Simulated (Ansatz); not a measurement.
Mulliken charges of BrFHSn (`[F][SnH][Br]`) radical from PBE/def2-TZVPP in Ansatz (PBE0-D4/def2-TZVP geometry).

| atom | x (Å) | y (Å) | z (Å) | charge (e) |
| --- | --- | --- | --- | --- |
| F1 | -1.610 | 0.154 | 0.745 | -0.422 |
| Sn2 | -0.226 | -0.158 | -0.556 | 0.805 |
| Br3 | 1.480 | -1.487 | 0.665 | -0.295 |
| H4 | 0.412 | 1.430 | -0.874 | -0.088 |

Question: By hand: the dipole of these point charges (1 e Å = 4.8032 D).

Answer: Σ q r = (0.025, 0.121, -0.881) e Å, of length 0.890 e Å = 4.27 D.

Question: How does the dipole of the full density compare? (Estimate.)

Answer: Computed: (0.098, 0.097, -0.521) e Å, 2.59 D; the point charges give 1.65 times that, at 9° from its direction.

Point charges leave out the atoms' own dipoles, such as those of lone pairs, and Mulliken's split depends on the basis, so the two needn't agree.
